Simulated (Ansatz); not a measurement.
Start from `[F][Ge][N]([SiH3])[SiH3]` and change one atom or group to get `CN([SiH3])[SiH3]`.

Ansatz, PBE0-D4/def2-TZVP geometries, multiplicity 1. Each molecule was computed in one conformer, which needn't be the lowest.

Scalar relativity is left out up to krypton.

| property | `[F][Ge][N]([SiH3])[SiH3]` |
| --- | --- |
| LUMO energy (B3LYP/def2-TZVPP) / eV | -2.36 |
| LUMO energy (PBE0/def2-TZVPP) / eV | -2.14 |
| HOMO–LUMO gap (B3LYP/def2-TZVPP) / eV | 5.45 |
| LUMO energy (ωB97M-V/def2-TZVPP) / eV | -0.21 |
| size of the dipole moment (PBE/def2-TZVPP) / D | 1.47 |
| HOMO energy (PBE/def2-TZVPP) / eV | -6.83 |

Q: Give the same properties after the change, and the shifts. (Best estimate.)

A: The calculation gave: 
```tsv
property	`CN([SiH3])[SiH3]`	shift
LUMO energy (B3LYP/def2-TZVPP) / eV	-0.09	2.27
LUMO energy (PBE0/def2-TZVPP) / eV	0.09	2.23
HOMO–LUMO gap (B3LYP/def2-TZVPP) / eV	6.78	1.33
LUMO energy (ωB97M-V/def2-TZVPP) / eV	1.76	1.97
size of the dipole moment (PBE/def2-TZVPP) / D	0.89	-0.58
HOMO energy (PBE/def2-TZVPP) / eV	-5.80	1.03
```

With PBE0 the HOMO rises by 0.90 eV and the LUMO rises by 2.23 eV, so the gap widens by about 1.33 eV. PBE moves the HOMO by 1.03 eV and ωB97M-V by 0.82 eV. The zero-point energy changes by 93.1 kJ/mol with +6 modes. Dipoles are sizes alone; their direction can turn.

B3LYP here is the variant with VWN-RPA as its local correlation; programs differ in this.
